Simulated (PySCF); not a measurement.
**Diatomics of Ga with the second period**

MP2 with double-zeta basis sets in PySCF, for the lowest determinant that a PBE0 search found; no spin–orbit coupling. De refers to high-spin ground-configuration atoms.

```tsv
M	basis	reference, frozen orbitals	state (unpaired electrons)	Re (Å)	ωe (cm⁻¹)	De (eV)
Be	jorge-DZP-DKH	UHF, 9	doublet (π ↑)	2.339	422	0.60
C	def2-SVP	UHF, 10	quartet (σ ↑, π ↑↑)	2.006	574	2.97
N	aug-cc-pVDZ-PP/aug-cc-pVDZ	UHF, 5	triplet (π ↑↑)	2.026	511	1.72
O	cc-pVDZ-PP/cc-pVDZ	UHF, 5	doublet (σ ↑)	1.744	626	3.34
F	def2-SVP	RHF, 10	singlet (closed shell)	1.774	676	6.01
```

The shortest bond is that of GaO (1.744 Å), the longest that of BeGa (2.339 Å). GaF is bound most strongly (6.01 eV) and BeGa least (0.60 eV).

The rows differ in basis set, which adds steps of its own.

The state changes along the series, so neighbouring rows are not always alike in their bonding.

Correlated steps freeze the inner cores (5 to 10 orbitals); shallow outer-core shells are correlated. Correlated levels converge slowly with the basis: in double zeta they bind strong bonds too weakly, by up to about 1 eV, and carry superposition errors of some tenths. Spin–orbit coupling is left out. Where the molecule has an RHF reference, its open-shell atoms are computed with UHF. States were picked by a PBE0 search and need not be the measured ground states.
